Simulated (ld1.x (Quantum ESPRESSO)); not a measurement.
Before and after: TM potential for Ti

Ti, norm-conserving Troullier–Martins (Kleinman–Bylander form), made with ld1.x (Quantum ESPRESSO) 7.5 (PBE, scalar-relativistic). Core [Ar], reference 3d2 4s0.5 4p0 (charge +1.5). Waves: 4s (bound): rc 2.55 bohr; 3d (bound): rc 1.50 bohr; 4p (bound, empty): rc 2.35 bohr. Local part: the p channel. Core correction: Bessel-smoothed model core, default radius (core density twice the valence density).

All-electron outer shells of the reference configuration (PBE, scalar-relativistic, ld1.x):

```csv
shell,level (eV),outermost node (bohr),outermost maximum (bohr)
3p,-50.30,0.37,0.90
3d,-15.38,–,0.97
4s,-13.54,1.23,2.67
4p,-9.45,1.36,3.19
```

Change: wave 3d (bound): rc 1.50 bohr becomes 3d (bound): rc 2.08 bohr.

Cutoffs: the cutoffs (Ry, on a coarse ladder) from which the occupation-weighted sum of valence levels, in a spherical-Bessel basis at the reference potential, stays within 10 and 1 mRy of its value at 400 Ry; they do not see the model core or the augmentation charge, which bear on the density cutoff. Errors are all-electron minus pseudo energies relative to the spin-unpolarised reference configuration.

What does the change do?

The potential gets softer (80 Ry and 90 Ry → 50 Ry and 60 Ry); both files keep a bound ghost (s); of the 7 tests that both files solve, the error grows in 0 and shrinks in 4 by more than 15 % and 0.3 meV (median size 74.8 → 70.3 meV). A larger radius leaves more room for a smooth pseudo-wave, so fewer plane waves are needed. That the errors move this way runs against the usual rule that smaller radii transfer better.

| quantity | base | changed |
| --- | --- | --- |
| cutoff, loose | 80 Ry | 50 Ry |
| cutoff, tight | 90 Ry | 60 Ry |
| loose cutoff by channel (10 mRy a level) | s 6 Ry, d 80 Ry | s 6 Ry, d 45 Ry |
| bound ghosts | s | s |
| error for 3d2 4s2 4p0, meV [ΔE -13.31 eV] | -18 | -15 |
| error for 3d2 4s1 4p0, meV [ΔE -5.97 eV] | -2.8 | -2.6 |
| error for 3d2 4s0 4p0, meV [ΔE 7.61 eV] | -5.1 | -4.9 |
| error for 3d2.5 4s1.5 4p0, meV [ΔE -12.96 eV] | -75 | -70 |
| error for 3d1 4s2 4p1, meV [ΔE -8.64 eV] | -579 | -397 |
| error for 3d1 4s0 4p0, meV [ΔE 34.55 eV] | -654 | -482 |
| error for 3d3 4s0 4p0, meV [ΔE -5.92 eV] | -345 | -286 |
| s: phases at 2.76 bohr within 0.05 rad from the reference energy up to (Ry; the scan ends near 5) | 3.4 | 3.4 |
| p: phases at 2.76 bohr within 0.05 rad from the reference energy up to (Ry; the scan ends near 5) | -0.3 | -0.3 |
| d: phases at 2.76 bohr within 0.05 rad from the reference energy up to (Ry; the scan ends near 5) | -0.5 | -0.5 |

 A true bound ghost makes a file unfit for plane-wave use even where its test errors are small: the radial tests pick states by their node count and pass the ghost by.
